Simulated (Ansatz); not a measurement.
BBrFH2N, SMILES `NB(F)Br` from Hartree–Fock to CCSD(T)

```xyz
6

N     0.229   -0.764    0.011
B    -0.026    0.598    0.004
F     0.961    1.479    0.098
Br   -1.831    1.268   -0.141
H    -0.496   -1.453   -0.058
H     1.164   -1.128    0.087
```

Total charge 0; spin multiplicity 1. Correlated methods include outer-core shells of Br, which these sets cover unevenly. Scalar relativity is left out up to krypton. Geometry: relaxed with PBE0-D4/def2-TZVP. It is one conformer, not always the lowest. Frozen core, restricted reference, Ansatz.

```json
{"basis": "def2-SVP", "HF (Eh)": "-2751.85424", "MP2 corr.": "-0.66406"}
{"basis": "def2-TZVPP", "HF (Eh)": "-2752.38839", "MP2 corr.": "-0.83033"}
{"basis": "def2-QZVPP", "HF (Eh)": "-2752.44586", "MP2 corr.": "-1.19450"}
```

(1) Estimate the CCSD correlation energy and the (T) correction in each basis where they were run (hartree).

Results:

(1) 
| basis | CCSD corr. | (T) |
| --- | --- | --- |
| def2-SVP | -0.68040 | -0.01534 |
| def2-TZVPP | -0.84433 | -0.02920 |
